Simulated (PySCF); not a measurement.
## A small calculation by hand: refractive index and permittivity of the vapour

Sn(Cl)3(NHMe) (CH4Cl3NSn), SMILES C[NH][Sn]([Cl])([Cl])[Cl].

Geometry: B3LYP-D3(BJ)/def2-SVP. The def2 effective core potentials stand for the cores of Sn; spin–orbit coupling is left out. One conformer was computed; it need not be the lowest.

PySCF with M06-2X/def2-TZVP gives a mean static polarisability of 93.6 bohr³ and a dipole moment of 2.92 D. Take an ideal gas at 298.15 K and 1 bar, whether or not the substance is that volatile.

**Question.** Work out n − 1 in the optical limit and the static ε − 1.

**Answer.** 
Polarisability volume α' = 93.6 × 0.148185 = 13.87 Å³. Number density N = p/kT = 2.43e-5 Å⁻³.
Dilute limit of Lorentz–Lorenz: n − 1 = 2π N α' = 0.0021.
Orientation term of Debye: μ²/(3kT) = 8.098 Å³ × μ²(D²) = 69.05 Å³.
ε − 1 = 4π N (α' + μ²/3kT) = 0.025. Orientation of the dipole supplies 83 % of the static response; it can't follow optical fields. Vibrational polarisation and dispersion are left out.
